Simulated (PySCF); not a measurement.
C₇H₇Cl.
Atom-mapped SMILES: `[CH3:1][c:2]1[cH:3][cH:4][c:5]([Cl:6])[cH:7][cH:8]1` (hydrogens: H9, H10, H11 on C1; H12 on C3; H13 on C4; H14 on C7; H15 on C8)

Level of theory: PBE0/def2-SV(P) geometry optimisation, gas phase in PySCF.

(1) List the bond lengths and angles at this level.

Answers

(1) 
```tsv
bond	length (Å)
C1–C2	1.503
C2–C3, C2–C8	1.400
C3–C4, C7–C8	1.393
C4–C5, C5–C7	1.394
C5–Cl6	1.735
C1–H9, C1–H10, C1–H11	1.104
C3–H12, C8–H15	1.095
C4–H13, C7–H14	1.093
```

Bonds in one row agree within 0.01 Å and their mean is given. A selection of angles:
```tsv
angle	degrees
C1–C2–C3	121.1
C3–C2–C8	117.8
C2–C3–C4	121.6
C3–C4–C5	119.3
C4–C5–Cl6	119.8
C4–C5–C7	120.4
```

The C–C distances run from 1.393 Å (C3–C4, aromatic) to 1.503 Å (C1–C2, drawn single), a spread of 0.110 Å. The 8 heavy atoms lie in one plane (0.008 Å rms). Of the pairs four or more bonds apart, H9···H12 is among the closest relative to their van der Waals radii: 2.50 Å, 104 % of the sum of Bondi's values. The 6-membered ring C2–C3–C4–C5–C7–C8 has internal angles of 117.8° to 121.6°; it is planar, 0.00 Å rms from its mean plane, widest ring torsion 0°.

Point group: Cs (tolerance 0.08 Å). Stationary, but not proved a minimum.

Time: 44 s wall; peak memory 0.59 GiB. Hardware: Arm Neoverse N1, one thread, shared host. This is the geometry optimisation.
